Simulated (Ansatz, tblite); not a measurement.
Removing and adding an electron: the cluster Al2Sb2. Charge 0, multiplicity 1. Geometry: r2SCAN-D4/def2-SVP. Ansatz, gas phase; energy differences of separate SCF runs; the oxidised species was run as a doublet alone; the reduced species was run as a doublet alone.

```xyz
4

Al   -1.580    1.643   -1.096
Al    1.580   -1.643    1.096
Sb    0.751   -0.015   -1.106
Sb   -0.751    0.016    1.107
```

In the def2 sets Sb takes a core potential; there is no spin–orbit coupling. The xTB rows come from tblite. The order of the spin states hangs on the level: the triplet lies 0.07 eV below the singlet at r2SCAN-D4/def2-TZVP, but 0.15 eV above it at PBE-D4/def2-TZVP. The structure comes from a short search, and lower isomers may exist.

| level | −HOMO (eV) | vertical IE (eV) | −LUMO (eV) | vertical EA (eV) | HOMO–LUMO gap (eV) | IE − EA (eV) | remarks |
| --- | --- | --- | --- | --- | --- | --- | --- |
| r2SCAN-D4/def2-TZVP | 4.66 | 6.64 | 4.02 | – | 0.64 | – | – |
| r2SCAN-D4/def2-TZVPD | 4.66 | – | 4.02 | 2.01 | 0.64 | – | HOMO above zero (-1 doublet) |
| PBE0-D4/def2-TZVP | 5.26 | 6.75 | 3.33 | – | 1.92 | – | – |
| PBE0-D4/def2-TZVPD | 5.26 | – | 3.34 | 1.92 | 1.92 | – | – |

Q: Estimate the rows for GFN1-xTB, GFN2-xTB, PBE-D4/def2-TZVP, PBE-D4/def2-TZVPD.

A: 
| level | −HOMO (eV) | vertical IE (eV) | −LUMO (eV) | vertical EA (eV) | HOMO–LUMO gap (eV) | IE − EA (eV) | remarks |
| --- | --- | --- | --- | --- | --- | --- | --- |
| GFN1-xTB | 8.31 | 10.95 | 7.39 | 4.87 | 0.91 | 6.08 | – |
| GFN2-xTB | 7.65 | 10.30 | 6.85 | 4.68 | 0.79 | 5.62 | – |
| PBE-D4/def2-TZVP | 4.52 | 6.66 | 3.95 | – | 0.58 | – | – |
| PBE-D4/def2-TZVPD | 4.53 | – | 3.95 | 1.82 | 0.58 | – | HOMO above zero (-1 doublet) |

Relaxing the oxidised species (r2SCAN-D4/def2-SVP) changes its energy by -0.13 eV at PBE-D4/def2-TZVP, so the adiabatic ionisation energy to this nearest minimum is 6.53 eV. At PBE0-D4/def2-TZVP it is 6.62 eV.     A HOMO above zero means that the electron is unbound at that level or that self-interaction error raises the level; the energy of removing that electron tells which. Raw xTB energy differences between charge states are shifted by several eV; the methods need an empirical correction for them.
